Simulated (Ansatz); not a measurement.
Reaction: C3H5N (propanenitrile, SMILES CCC#N) → C3H5N (SMILES CC[N+]#[C-])
Each species at its own B3LYP-D3(BJ)/def2-TZVP minimum (Ansatz, a quantum-chemistry and plane-wave program).

Property: isomerisation energy (electronic), in kcal/mol. Radicals and triplets start from unrestricted determinants; spin-orbit coupling is neglected. CBS(X,Y): correlation extrapolated as X^-3, Hartree-Fock from the larger set. A bracket is a step between two methods taken in the basis named. The functionals are non-relativistic, so their misses hold any scalar relativity. Double hybrids freeze cores in their MP2 part. '+ core + X2C': CCSD(T) terms for core correlation (cc-pwCVTZ) and scalar relativity (cc-pVTZ-DK).

CCSD(T)/CBS(cc-pVTZ,cc-pVQZ) + [CCSDT(Q) - CCSD(T)]/cc-pVDZ + core + X2C (Ansatz) gives 22.6 kcal/mol.

Problem. How far off this value is PBE/def2-TZVPD (Ansatz), in which direction, and which of these levels come nearer: PBE0/def2-TZVPD, wB97M-V/def2-TZVPD, B2PLYP/def2-TZVPD, CCSD(T)/CBS(cc-pVTZ,cc-pVQZ) + core + X2C?

Solution. PBE gives 22.9 kcal/mol, 0.3 kcal/mol above it. Differences of the others: PBE0/def2-TZVPD (Ansatz) -0.5; wB97M-V/def2-TZVPD (Ansatz) -2.2; B2PLYP/def2-TZVPD (Ansatz) 0.0; CCSD(T)/CBS(cc-pVTZ,cc-pVQZ) + core + X2C (Ansatz) -0.1 kcal/mol. Nearer than PBE: B2PLYP/def2-TZVPD, CCSD(T)/CBS(cc-pVTZ,cc-pVQZ) + core + X2C.
